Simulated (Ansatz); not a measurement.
Z-matrix (Å, degrees):
```
Si
O 1 1.615
Cl 1 2.026 2 106.6
O 1 1.622 2 109.0 3 121.4
Cl 1 2.044 2 111.9 3 -117.9
H 2 0.959 1 117.8 3 -173.1
H 4 0.959 1 118.4 2 167.9
```

The species carries charge 0 and has multiplicity 1.

Task: List the PBE/def2-TZVPP orbital energies in eV (the Gaussian-basis code of Ansatz). (Best estimate.)

Result: Computed: Occupied: -2739.15, -2739.14, -1782.12, -510.99, -510.95, -249.74, -249.73, -190.43, -190.42, -190.27, -190.26, -190.26, -190.26, -139.56, -96.33, -96.31, -96.28, -26.12, -25.54, -21.06, -20.50, -14.81, -13.53, -11.70, -10.66, -9.70, -9.35, -8.83, -8.67, -8.53, -8.11, -7.81, -7.66. Lowest empty: -0.69, 0.10, 0.29, 1.44, 1.55, 1.88, 3.07, 3.37.
